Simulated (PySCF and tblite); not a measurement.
Results of a calculation; reference values are marked as such.
System: C8H9F, numbered as in [CH3:1][C@@H:2]1[CH:3]=[CH:4][CH:5]=[C:6]([F:7])[CH:8]=[CH:9]1.

Motion: shift of H on C2 from C2 to C6. GFN2-xTB gives an electronic barrier of 30.7 kcal/mol and a reaction energy of 1.3 kcal/mol.

Tunnelling of the moving H, left out here, will speed the real process.

(1) What does PBE0/pcSseg-1 + D3(BJ), IEF-PCM cyclohexane give on PBE0-D3(BJ)/def2-SVP geometries?

(2) And the level of the geometries itself, PBE0-D3(BJ)/def2-SVP?

Programs: tblite and PySCF.

Answers

(1) A barrier of 35.3 kcal/mol, 4.6 above the tight-binding barrier (from unrounded values), a reaction energy of 0.9 kcal/mol and, with GFN2-xTB thermal terms, ΔG‡(298 K) = 32.5 kcal/mol and k = 9.7×10⁻¹² s⁻¹ (1 equivalent path).

(2) 35.1 kcal/mol.
